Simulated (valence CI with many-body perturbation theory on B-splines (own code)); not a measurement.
## Level structure of Ar XIII

Level of theory: configuration interaction combined with many-body perturbation theory (CI+MBPT): four valence electrons over a frozen Dirac-Fock core [He], radial functions for each j: 9 s, 9 p, 8 d, 6 f, 3 g, 1 h, with the one-electron correlation potential Σ1 (screened to all orders), the two-electron term Σ2, the three-electron term Σ3, Breit, model QED; selected single and double excitations, second order for the rest, scaled by the run's own slope (own B-spline code, finite nucleus).

No measured spectrum was set against this ion. As an estimate, levels of excited configurations hold to 0.05 to 0.15 % of their energy, terms of the ground configuration to about 0.5 %. Among the levels kept, up to 330 cm⁻¹ of a level comes from second order outside the variational space, and about a tenth of that is noise between levels of different J, which matters for small intervals.

Levels 1 to 43 of 43, with energies above the lowest level, 2s²2p² ³P_0. "Leading %" is the weight of the configuration and term that name the level; weights of strongly mixed levels are sums over their largest components and can fall short, so below about 35 % the name and the second component can differ from the true leading terms, or belong to a minority configuration. Lifetimes count E1, E2, E3, M1 and M2 decay at the calculated energies, and are blank where another channel may lead or the interval is too uncertain; long ones can be off by a factor of two.

```csv
No.,Configuration,Term,J,E (eV),Leading %,Lifetime,Second component
1,2s²2p²,³P,0,0.00,97,,
2,2s²2p²,³P,1,1.22,98,58.8 ms,
3,2s²2p²,³P,2,2.71,96,44.0 ms,
4,2s²2p²,¹D,2,10.57,96,2.35 ms,
5,2s²2p²,¹S,0,20.14,94,317 μs,4 % 2p⁴ ¹S
6,2s2p³,⁵S°,2,28.18,100,477 ns,
7,2s2p³,³D°,2,52.42,97,256 ps,
8,2s2p³,³D°,1,52.48,98,240 ps,
9,2s2p³,³D°,3,52.57,100,284 ps,
10,2s2p³,³P°,0,61.45,100,103 ps,
11,2s2p³,³P°,1,61.50,98,104 ps,
12,2s2p³,³P°,2,61.65,96,109 ps,
13,2s2p³,¹D°,2,77.64,99,36.7 ps,
14,2s2p³,³S°,1,77.99,96,18.6 ps,
15,2s2p³,¹P°,1,86.70,97,23.1 ps,
16,2p⁴,³P,2,118.47,96,31.5 ps,
17,2p⁴,³P,1,120.42,98,30.3 ps,
18,2p⁴,³P,0,121.01,97,30.1 ps,
19,2p⁴,¹D,2,127.25,96,54.3 ps,
20,2p⁴,¹S,0,144.22,94,25.6 ps,4 % 2s²2p² ¹S
21,2s²2p3s,³P°,0,388.92,96,2.51 ps,
22,2s²2p3s,³P°,1,389.39,86,2.33 ps,10 % 2s²2p3s ¹P°
23,2s²2p3s,³P°,2,391.69,95,2.46 ps,
24,2s²2p3s,¹P°,1,393.71,86,1.55 ps,10 % 2s²2p3s ³P°
25,2s²2p3p,¹P,1,402.35,50,96.9 ps,43 % 2s²2p3p ³D
26,2s²2p3p,³D,1,404.21,49,68.5 ps,34 % 2s²2p3p ¹P
27,2s²2p3p,³D,2,404.43,92,83.8 ps,
28,2s²2p3p,³D,3,406.35,95,89.7 ps,
29,2s²2p3p,³P,0,406.92,87,15.7 ps,7 % 2s2p²3s ³P
30,2s²2p3p,³S,1,406.96,57,26.5 ps,22 % 2s²2p3p ³P
31,2s²2p3p,³P,1,408.30,61,18.3 ps,29 % 2s²2p3p ³S
32,2s²2p3p,³P,2,408.84,84,16.3 ps,7 % 2s2p²3s ³P
33,2s²2p3p,¹D,2,412.96,92,52.2 ps,
34,2s2p²3s,⁵P,1,417.86,98,3.27 ps,
35,2s²2p3p,¹S,0,418.00,94,19.9 ps,
36,2s2p²3s,⁵P,2,418.87,99,3.22 ps,
37,2s²2p3d,³F°,2,419.18,72,2.48 ps,23 % 2s²2p3d ¹D°
38,2s2p²3s,⁵P,3,420.15,99,3.14 ps,
39,2s²2p3d,³F°,3,420.43,90,3.69 ps,5 % 2s²2p3d ³D°
40,2s²2p3d,¹D°,2,420.98,62,686 fs,20 % 2s²2p3d ³F°
41,2s²2p3d,³F°,4,422.05,96,1.23 ns,
42,2s²2p3d,³D°,1,423.12,79,255 fs,13 % 2s²2p3d ³P°
43,2s²2p3d,³D°,2,423.68,55,313 fs,26 % 2s²2p3d ³P°
```

Names give the largest LS component (configuration and term), which can be under half, so a name can repeat, a term be missing and a line seem to break the LS rules; names also repeat where a configuration has a term twice.

The ionisation energy to 2s²2p ²P°1/2 of the next ion comes out as 685.9 eV (NIST: 685.5 ± 0.3 eV (semi-empirical)). All 43 levels together are meant to be complete up to 424.64 eV.
